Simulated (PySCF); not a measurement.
# Electron affinity of Ti by level of theory

Ti⁻ [Ar] 3d3 4s2 (4F) → Ti [Ar] 3d2 4s2 (3F), as a difference of total energies. All numbers are calculated (PySCF 2.14, no relativity, point nucleus, in def2-TZVPPD). Correlated levels: valence: [Ar] frozen. The calculations carry no spin-orbit coupling.

```
           method  electron affinity (eV)
              UHF                  -1.220
    MP2 (valence)                  -0.667
SCS-MP2 (valence)                  -1.040
   CCSD (valence)                  -0.460
CCSD(T) (valence)                  -0.353
```

A first-order spin-orbit estimate (lowest level to lowest level, LS coupling) adds -0.007 eV.

These non-relativistic numbers lack the scalar-relativistic shift.

Errors of the correlated levels include the incompleteness of this basis and the frozen core.

A negative affinity means that the anion lies above the atom at that level of theory.

The coupled-cluster amplitudes are large for Ti⁻ (T1 above 0.03 or a double amplitude above 0.15), so a single reference is strained.

For comparison: 0.076 eV (measured; photodetachment measurements, as compiled on the Wikipedia data page of electron affinities).
